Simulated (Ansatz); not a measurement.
Gas-phase electronic energies from Ansatz, PBE0-D4/def2-TZVP geometries. CBS: MP2 limit from def2 TZ/QZ plus the TZ coupled-cluster correction, frozen cores. Functionals use def2-TZVPP. For As outer-core shells are correlated without core-valence functions, which leaves a few kJ/mol of doubt a bond. Scalar relativity is left out up to krypton. Each species was taken in one conformer, which may not be the lowest.

Consider the formal exchange of groups at the As–O bond: `[SiH3]O[AsH2]` + `F[B]([AlH2])[SiH3]` → `F[B]([SiH3])[AlH][AsH2]` + `O[SiH3]`.

| level | ΔE (kJ/mol) |
| --- | --- |
| LDA (SPW92) | -110.7 |
| revPBE-D4 | -97.7 |
| r2SCAN-D4 | -102.0 |
| BHLYP-D4 | -88.9 |
| ωB97X-V | -87.6 |
| B2PLYP | -91.2 |
| PBE-QIDH | -104.1 |
| HF/def2-SVP | -81.9 |

(1) What does CCSD(T)/CBS give? (Estimate.)

Largest T1 diagnostic among the species: 0.015.

Answers

(1) Ansatz gave: -100.0 kJ/mol. The listed levels differ from it by -10.7, 2.3, -2.0, 11.1, 12.4, 8.8, -4.1, 18.1 kJ/mol.

In def2-TZVPP, CCSD(T) changes the Hartree–Fock value by −16.6 kJ/mol (the triples alone add −1.7 kJ/mol) and MP2 by −20.6 kJ/mol. Leaving LDA and LC-ωPBE aside and taking each functional with its dispersion term where it has one, the values, not all of them listed here, spread over 30.2 kJ/mol, from HSE06-D4 to B97M-V. LDA lies −6.7 kJ/mol from PBE without D4.
